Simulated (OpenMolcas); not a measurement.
**Lines of Cr²⁺: computed and rescaled rates**

```json
{"Program": "OpenMolcas 26.06", "Method": "CASSCF", "Basis": "ANO-RCC-VTZP [6s5p3d2f1g]", "Scalar Hamiltonian": "DKH2, point nucleus", "Active space": "4 electrons in 5 orbitals (3d)", "State averaging": "2S+1 = 5 even, 5 roots; 2S+1 = 3 even, 45 roots kept (CI in the orbitals of an earlier block); 2S+1 = 1 even, 50 roots kept (CI in the orbitals of an earlier block)", "Spin-orbit coupling": "state interaction with AMFI integrals over the reference wave functions, term energies averaged over their components"}
```

Rates come from the transition moments of the reference wave functions (E1 and E2 in the length form). At fixed line strength A goes as λ^-3 for E1 and M1 and as λ^-5 for E2, so a rate at the computed wavelength can be rescaled to the measured one. Measured vacuum wavelengths follow from level energies in Sugar and Corliss, J. Phys. Chem. Ref. Data 6, 317 (1977). Branching counts decays inside the model space alone, at computed energies, and the table is only a selection of the E2 and M1 lines, drawn from those between levels with measured partners whose computed energy lies within a factor of 1.5 of the measured one.

```tsv
Upper	Lower	Type	λ computed (nm)	λ measured (nm)	A computed (s-1)	A rescaled (s-1)	Branching %
3d4 1D2(2)	3d4 1G4(1)	E2	194.2	246.2	4.25e+01	1.30e+01	71.1
3d4 1G4(2)	3d4 1I6	E2	318.4	421	5.92e+00	1.46e+00	86.0
3d4 3F2(2)	3d4 3H4	E2	289.9	384.2	5.20e+00	1.27e+00	50.0
3d4 3F4(2)	3d4 3H6	E2	292.8	388.3	4.76e+00	1.16e+00	47.5
3d4 3F3(2)	3d4 3H5	E2	291.1	385.7	4.60e+00	1.13e+00	45.2
3d4 3P0(2)	3d4 3P2(1)	E2	305.1	380.4	2.32e+00	7.70e-01	53.8
3d4 3P1(2)	3d4 3P2(1)	E2	307.3	383.7	1.78e+00	5.87e-01	40.7
3d4 1S0(1)	3d4 3P1(1)	M1	667.6	980	3.79e-01		100.0
3d4 3P0(1)	3d4 5D1	M1	456.9	598.5	2.89e-01		99.9
3d4 3P1(1)	3d4 5D2	M1	451.5	588.7	2.24e-01		88.1
3d4 3F4(1)	3d4 5D4	M1	439	555.3	1.66e-01		82.5
3d4 3P2(1)	3d4 5D3	M1	441	571.6	1.56e-01		91.4
3d4 3F3(1)	3d4 5D3	M1	435.9	550.8	9.47e-02		65.5
3d4 1D2(1)	3d4 3F3(1)	M1	600	733.1	9.30e-02		40.1
3d4 3D3	3d4 5D4	M1	308.2	397.6	8.05e-02		54.3
3d4 3F2(1)	3d4 5D2	M1	433.4	547.4	3.91e-02		56.5
3d4 1I6	3d4 3H6	M1	1011	1179	2.85e-02		57.2
3d4 1I6	3d4 3H5	M1	995.1	1160	2.13e-02		42.7
3d4 5D4	3d4 5D3	M1	41370	45550	3.83e-04	2.87e-04	100.0
3d4 5D3	3d4 5D2	M1	53480	57670	3.04e-04	2.42e-04	100.0
3d4 5D2	3d4 5D1	M1	78270	82690	1.19e-04	1.01e-04	100.0
3d4 3H6	3d4 3H5	M1	64750	74780	8.29e-05	5.38e-05	96.1
3d4 3H5	3d4 3H4	M1	73780	81160	6.61e-05	4.97e-05	98.7
3d4 3H4	3d4 5D4	M1	510.6	598.9	1.93e-05		84.3
3d4 5D1	3d4 5D0	M1	154100	160700	1.48e-05	1.31e-05	100.0
```

Spin-changing lines and M1 lines between different terms are not rescaled, since their strength hangs on the term gaps too.

The largest correction is for 3d4 3F4(2) → 3d4 3H6 (E2): 4.76e+00 × (292.8 / 388.3)^5 = 1.16e+00 s-1, a factor of 0.24.

The computed rate and branching of 3d4 5D1 → 3d4 5D0 give the upper level a radiative lifetime of 1.000 / 1.48e-05 s-1 = 6.76e+04 s, counting decays inside the model space alone. The rescaled rate gives about 7.7e+04 s.

The computed order of these levels differs from the measured one in 3 places, and where term gaps are wrong the rates of spin-changing lines can be off by large factors.

These are rates of the free ion; in crystals, glasses and complexes forced electric-dipole and non-radiative decay shorten such lifetimes by orders of magnitude. No measured rate stands beside these. Rescaling mends the energy factor alone: line strengths can still be far off where a level mixes with configurations outside the active space, and weak or spin-changing lines hang on small mixing coefficients that depend on the term gaps too, so rescaling need not improve them.

Without dynamic correlation excited terms often stand tens of per cent too high (terms of higher spin than the ground term too low), and those without a measured partner can miss by more than the paired ones. Terms from blocks run as CI alone lack orbitals of their own. Computed and measured levels are paired by configuration, term and J; levels that our copy of the source lacks, or whose pairing is in doubt (as where it misses far off the trend of its configuration), stay unpaired. Levels of configurations outside the active space are missing.

A number in round brackets counts repeated terms of one configuration in the order of the reference energies.
